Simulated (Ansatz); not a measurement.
Frontier orbitals of AlH7O4Si, SMILES `[OH][Al-]([OH])([OH])[OH+][SiH3]`.

Charge 0, multiplicity 1. All single points use the PBE0-D4/def2-TZVP geometry. It is one conformer, not always the lowest. Basis def2-TZVPP, Ansatz.

```json
{"functional": "PBE", "HOMO (eV)": "-6.68", "LUMO (eV)": "-1.07", "gap (eV)": "5.61"}
{"functional": "PBE0", "HOMO (eV)": "-8.07", "LUMO (eV)": "-0.20", "gap (eV)": "7.87"}
{"functional": "r2SCAN0", "HOMO (eV)": "-8.29", "LUMO (eV)": "0.13", "gap (eV)": "8.42"}
{"functional": "BHLYP", "HOMO (eV)": "-9.41", "LUMO (eV)": "0.53", "gap (eV)": "9.94"}
{"functional": "LC-ωPBE", "HOMO (eV)": "-10.83", "LUMO (eV)": "1.94", "gap (eV)": "12.77"}
{"functional": "ωB97M-V", "HOMO (eV)": "-10.35", "LUMO (eV)": "1.32", "gap (eV)": "11.67"}
```

A quarter of exact exchange (PBE0) shifts PBE's HOMO by −1.39 eV and its LUMO by +0.88 eV; full exchange at long range (ωB97M-V) shifts them by −3.68 and +2.39 eV. The gap opens from 5.61 to 11.67 eV, since occupied levels lose self-interaction and empty ones feel all the electrons. A positive LUMO is unbound and depends on the basis.

LC-ωPBE has ω = 0.4 bohr⁻¹.
